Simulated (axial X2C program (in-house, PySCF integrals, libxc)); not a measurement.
**Correcting the dissociation energy of SnSi⁺ for spin–orbit coupling**

A spin-free CCSD(T) curve (one-electron X2C) was computed with an in-house relativistic program for diatomic molecules, basis Sn dyall-cv3z [11s12p9d4f1g], Si dyall-v3z [8s7p2d1f] (cores contracted in-house), for the state M_S = 3/2, Λ = 0 (beyond evenly filled blocks: σα, π+α, π-α). It gives D0 = 2.471 eV to Sn+ + Si, which in a spin-free picture are the weighted means of the ground terms.

Correlated methods: 7 electrons correlated (number of frozen shells: Sn 4 s, 3 p, 2 d; Si 2 s, 1 p), 231 virtual spin orbitals or spinors in MP2, 89 natural virtuals in coupled cluster.

Measured levels of the ground terms (NIST Handbook of Basic Atomic Spectroscopic Data), in cm⁻¹: Sn+ 2P: J = 1/2 at 0, J = 3/2 at 4251.5; Si 3P: J = 0 at 0, J = 1 at 77.1, J = 2 at 223.2.

The molecular state has Λ = 0, so it has no first-order lowering.

How far does each ground level lie under the (2J+1)-weighted mean of its term?

Sn+: (2 × 0 + 4 × 4251.5)/6 = 2834 cm⁻¹; Si: (1 × 0 + 3 × 77.1 + 5 × 223.2)/9 = 150 cm⁻¹.

Correct D0.

D0 = 2.471 + (0 − 2984)/8065.5 = 2.101 eV at CCSD(T) with these spin–orbit terms.

Second-order spin–orbit effects in the molecule, which grow quickly with Z, are left out. Occupations by symmetry block were frozen at the best pattern of an incomplete PBE0 search. Dissociation energies refer to the lowest single-determinant-based atoms at the same level and basis. CCSD and (T) use frozen natural virtuals with an MP2 correction for the truncation; (T) itself is uncorrected, so its De runs slightly low. Other states lie close and PBE0, whose exact exchange favours high spin, may order them wrongly; the determinant shown need not be the ground state. The nearest other spin-free determinant of the search, M_S = 1/2, Λ = 0, lies 0.37 eV up at the distance of the search. With the outer-core shells frozen, correlated bond lengths of heavy atoms tend to come out a few hundredths of an ångström too long.
